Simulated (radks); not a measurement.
Spin polarisation of the 3d2 shell in Ti. Start: [Ar] 3d(up 1, down 1) 4s2; electrons of 3d are moved from spin down to spin up, other shells keep equal spins. Calculated with a radial shooting solver on a logarithmic mesh with Libxc functionals: scalar-relativistic Kohn-Sham, PBE, spin-polarised, spherical densities, finite nucleus; Fermi nuclear charge, rms radius of each element as measured or else 0.836 A^(1/3) + 0.57 fm.

| moment (Bohr magnetons) | E - E(0) (eV) | e(3d up) (eV) | e(3d down) (eV) | 4s down minus up (eV) |
|---|---|---|---|---|
| 0 | 0.000 | -4.259 | -4.259 | 0.000 |
| 0.5 | -0.047 | -4.435 | -4.061 | 0.123 |
| 1 | -0.187 | -4.588 | -3.841 | 0.246 |
| 1.5 | -0.420 | -4.717 | -3.600 | 0.370 |
| 2 | -0.745 | -4.819 | -3.336 | 0.495 |

At moment 2 the spin-polarisation energy is -0.745 eV and the 3d exchange splitting 1.483 eV, that is 0.742 eV per Bohr magneton; E = -I m^2/4 would give I = 0.745 eV.
